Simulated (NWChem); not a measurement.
System: CH3O2 cation; SMILES O=C[OH2+]

Input file for NWChem:

```
start job
memory heap 200 mb stack 900 mb global 1100 mb
charge 1
geometry units angstroms
  O     -0.275730     1.235055    -0.072469
  C      0.462497     0.360935    -0.013984
  O     -0.167687    -1.085811     0.036845
  H      1.554249     0.206615    -0.001078
  H      0.322316    -1.893553     0.292862
  H     -1.141483    -1.159687     0.126699
end
basis spherical
  O library 3-21g
  C library 3-21g
  H library 3-21g
end
dft
  xc hfexch
  iterations 150
end
driver
  maxiter 120
end
task dft optimize
task dft freq
```

The level has its own optimisation; frequencies are unscaled. Brackets give each atom's bonded neighbours.

**Question.** What results follow from this input? (Hartree-Fock/3-21G.) Quantities: r C–O [C(HOO)–O(C)] (Å); r C–O [C(HOO)–O(CHH)] (Å); r C–H (Å); highest harmonic frequency (cm⁻¹); lowest (cm⁻¹); zero-point energy (kcal/mol).

**Answer.** r C–O [C(HOO)–O(C)] (Å): 1.149
r C–O [C(HOO)–O(CHH)] (Å): 1.578
r C–H (Å): 1.067
highest harmonic frequency (cm⁻¹): 3817
lowest (cm⁻¹): 289
zero-point energy (kcal/mol): 29.1
